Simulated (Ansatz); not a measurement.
## Strength of the C–H bond: Te(CH3)2 → Te(CH2)(CH3) + H

Species: Te(CH3)2 (dimethyl telluride), singlet; Te(CH2)(CH3), doublet; H atom, doublet. 

Shapes, held fixed at every level: PBE0-D4/def2-TZVP. Flexible molecules stand in one conformer, not always the lowest. Programs: Ansatz 0.2.0. The zero-point and thermal change to 298 K, harmonic and unscaled (PBE0-D4/def2-TZVP), is -30.6 kJ/mol.

| level | kind | ΔH(298 K) (kJ/mol) | less CCSD(T)/def2-TZVPP |
| --- | --- | --- | --- |
| HF/def2-SVP | Hartree–Fock | +316.9 | -85.4 |
| HF/def2-TZVPP | Hartree–Fock | +311.4 | -90.9 |
| PBE-D4/def2-TZVPP | GGA | +387.6 | -14.7 |
| BHLYP-D4/def2-TZVPP | global hybrid | +397.8 | -4.5 |
| r2SCAN0-D4/def2-TZVPP | global hybrid | +388.0 | -14.3 |
| wB97M-V/def2-TZVPP | range-separated hybrid | +407.9 | +5.6 |
| CCSD/def2-TZVPP | coupled cluster or CI | +400.8 | -1.5 |
| CCSD(T)/def2-TZVPP | coupled cluster or CI | +402.3 | 0.0 |

The highest level, CCSD(T)/def2-TZVPP, gives ΔH(298 K) = +402.3 kJ/mol; the levels span +311.4 to +407.9. The column of differences is taken from that level and isn't an error. Hartree–Fock misses the correlation of the pair that is broken and comes out low. No measured value is set beside it here. Open shells run unrestricted unless RO is named. For atoms past krypton def2 sets carry core potentials with scalar relativity. Correlated rows may include outer-core shells of Te, which these sets cover unevenly.
